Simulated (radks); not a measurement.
Values are calculated unless marked as measured or tabulated.
How relativity changes the ionisation of the magnesium ion Mg+ ([Ne] 3s1) to Mg2+ ([Ne]). Spin-unpolarised spherical Kohn-Sham, PBE, point nucleus unless stated (finite: rms radius 3.057 fm), a radial shooting solver on a logarithmic mesh with Libxc functionals. A level marked "c x" has the speed of light scaled by that factor.

level,E(Mg+) (hartree),E(Mg2+) (hartree),IE (eV),HOMO,<r> HOMO (bohr)
non-rel.,-199.66301,-199.11174,15.001,3s,2.798
scalar-rel.,-199.98731,-199.43515,15.025,3s,2.794
"scalar-rel., finite nucleus",-199.98721,-199.43505,15.025,3s,2.794
Dirac,-199.98743,-199.43527,15.025,3s1/2,2.794
"Dirac, finite nucleus",-199.98734,-199.43518,15.025,3s1/2,2.794
"Dirac, c x 0.75",-200.24149,-199.68863,15.044,3s1/2,2.790
"Dirac, c x 1.25",-199.87035,-199.31852,15.016,3s1/2,2.795
"Dirac, c x 1.5",-199.80689,-199.25523,15.012,3s1/2,2.796

NIST Atomic Spectra Database: 15.035 eV (measured). The relativistic part of the total energy of Mg+ is -0.3243 hartree (Dirac, finite nucleus), 0.16 % of the non-relativistic value. Spin polarisation and multiplet splitting of open shells are left out at every level.

Beside tabulated values, note that spin-unpolarised runs miss the spin-polarisation part of the exchange energy of open shells.
